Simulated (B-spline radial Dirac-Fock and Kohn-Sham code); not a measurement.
**Internal conversion coefficients of Gd at 1780 keV**

Z = 64 (gadolinium), transition energy 1780 keV. Model: a Dirac-Hartree-Slater potential of the neutral atom with a Latter tail (no hole, which puts coefficients of high multipoles low close above an edge), finite nucleus with surface currents. Program: a radial finite-basis atomic code. Subshells that would emit electrons below 1 keV are left out, and so is internal pair formation.

The run's input, task.json:

```json
{"items": [{
  "Z": 64,
  "q": 0,
  "cfg": [[1, 0, 2], [2, 0, 2], [2, 1, 6], [3, 0, 2], [3, 1, 6], [3, 2, 10], [4, 0, 2], [4, 1, 6], [4, 2, 10], [4, 3, 7], [5, 0, 2], [5, 1, 6], [5, 2, 1], [6, 0, 2]],
  "A": 158,
  "rrms": 5.1569,
  "do": "conversion",
  "gamma": [1780.0],
  "edges": {"K": 50239.0, "L1": 8376.0, "L2": 7930.0, "L3": 7243.0, "M1": 1881.0, "M2": 1688.0, "M3": 1544.0, "M4": 1221.9, "M5": 1189.6, "N1": 378.6, "N2": 286.0, "N3": 271.0, "N4": 142.6, "N5": 142.6}
}]}
```

Launch: `python xray2_run.py task.json out`

| subshell | electron energy (keV) | E1 | E2 | E5 | M1 | M3 |
| --- | --- | --- | --- | --- | --- | --- |
| K | 1729.76 | 0.000358 | 0.000761 | 0.00380 | 0.00102 | 0.00392 |
| L1 | 1771.62 | 4.34e-05 | 9.43e-05 | 0.000517 | 0.000130 | 0.000528 |
| L2 | 1772.07 | 1.09e-06 | 5.24e-06 | 0.000120 | 4.98e-06 | 3.81e-05 |
| L3 | 1772.76 | 1.41e-06 | 2.63e-06 | 2.06e-05 | 1.38e-06 | 6.67e-06 |
| M1 | 1778.12 | 9.25e-06 | 2.02e-05 | 0.000112 | 2.78e-05 | 0.000114 |
| M2 | 1778.31 | 2.58e-07 | 1.25e-06 | 2.88e-05 | 1.19e-06 | 9.14e-06 |
| M3 | 1778.46 | 3.40e-07 | 6.36e-07 | 5.06e-06 | 3.33e-07 | 1.64e-06 |
| M4 | 1778.78 | 5.72e-10 | 1.58e-09 | 5.34e-08 | 6.01e-10 | 9.42e-09 |
| M5 | 1778.81 | 1.87e-09 | 2.64e-09 | 1.50e-08 | 1.79e-09 | 3.59e-09 |
| N1 | 1779.62 | 2.21e-06 | 4.83e-06 | 2.70e-05 | 6.67e-06 | 2.74e-05 |
| N2 | 1779.71 | 6.00e-08 | 2.91e-07 | 6.72e-06 | 2.76e-07 | 2.13e-06 |
| N3 | 1779.73 | 7.79e-08 | 1.47e-07 | 1.17e-06 | 7.68e-08 | 3.80e-07 |
| N4 | 1779.86 | 1.34e-10 | 3.70e-10 | 1.26e-08 | 1.41e-10 | 2.21e-09 |
| N5 | 1779.86 | 4.36e-10 | 6.15e-10 | 3.49e-09 | 4.16e-10 | 8.36e-10 |
| N6 | 1779.98 | 1.66e-14 | 2.87e-14 | 3.50e-13 | 1.56e-14 | 5.67e-14 |
| N7 | 1779.98 | 8.64e-14 | 1.14e-13 | 4.23e-13 | 8.34e-14 | 1.42e-13 |
| total |  | 0.000417 | 0.000891 | 0.00464 | 0.00119 | 0.00466 |

Q: For a pure M3 transition, what fraction of decays emits a photon?

A: 1/(1 + α) = 0.995 with the total α = 0.00466; the total includes the outer subshells that are not listed, and pair formation is not counted.

Values without a named source are computed, but for edge energies of neutral atoms, which are taken from tables.
